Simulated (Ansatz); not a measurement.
C2H6BCl (SMILES CB(C)Cl), singlet, at a GFN2-xTB geometry; R2SCAN/6-31G** (Ansatz, a program for electronic structure).

Ansatz was given this input:
Ansatz 0.2 input:
```yaml
crystal:
  periodic: [false, false, false]
  atoms:
    - {symbol: B, position_ang: [-0.34120890, -0.05494083, 0.06922011]}
    - {symbol: Cl, position_ang: [1.31737130, 0.21165698, -0.26623350]}
    - {symbol: C, position_ang: [-0.74028388, -0.96938481, 1.29424209]}
    - {symbol: H, position_ang: [-1.68279411, -1.48857700, 1.13714408]}
    - {symbol: H, position_ang: [-0.87759584, -0.34579220, 2.17868489]}
    - {symbol: H, position_ang: [0.01858700, -1.70493447, 1.55021912]}
    - {symbol: C, position_ang: [-1.42962140, 0.62064599, -0.85556640]}
    - {symbol: H, position_ang: [-2.36100976, 0.81692129, -0.32998274]}
    - {symbol: H, position_ang: [-1.67554314, -0.05597241, -1.67503497]}
    - {symbol: H, position_ang: [-1.09148008, 1.54732316, -1.31321576]}
basis:
  gaussian:
    orbitals: 6-31G__.json
hamiltonian:
  xc: r2scan
```
The basis file holds 6-31G** in the JSON format of the Basis Set Exchange.

The log (banner, timings and long lists left out):

```
Functional definition: r2SCAN
1030 factors; their error is unknown
mean field evaluation 1: about -15361.7639 eV, gradient 5.7e1 eV
mean field evaluation 2: about -15357.4790 eV, gradient 6.8e1 eV
mean field evaluation 4: about -15369.5263 eV, gradient 2.8e0 eV
mean field evaluation 8: about -15369.5514 eV, gradient 3.9e-2 eV
mean field evaluation 16: about -15369.4881 eV, gradient 2.3e-5 eV
mean field -15369.48807613 eV, -564.8182689845 hartree, gradient 2.3e-5 eV, S^2 0.000000; 0 other end points of the search recorded, 0 dependent functions left out
reference -15369.48808317 eV, -564.8182692434 hartree; 20, 20 occupied and 74, 74 virtual orbitals, 1030 factors
Total energy: -15369.48808317 eV, -564.8182692434 hartree
```
